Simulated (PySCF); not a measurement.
## Correlation energy of Fe¹⁵⁺ (iron, charge +15)

[Ne] 3s1, 2S determinant. All numbers are calculated (PySCF 2.14, no relativity, point nucleus, in an uncontracted even-tempered set (17 s from 1.1 bohr⁻², ratio 2.5; 11 p from 1.4 bohr⁻², ratio 2.5; 5 d from 5.7 bohr⁻², ratio 2.7; 4 f from 8.5 bohr⁻², ratio 2.7)). Frozen: 1s2; 9 electrons correlated; the 18 highest virtual orbitals of each spin left out.

```json
{"level": "CCSD", "correlation energy (mhartree)": "-312.00"}
{"level": "(T)", "correlation energy (mhartree)": "-0.45"}
{"level": "CCSD(T)", "correlation energy (mhartree)": "-312.45"}
```

Diagnostics: T1 = 0.00039, D1 = 0.0015, largest double amplitude 0.005.

Cost of the coupled-cluster step: about 26 core-seconds, for 9 correlated electrons.
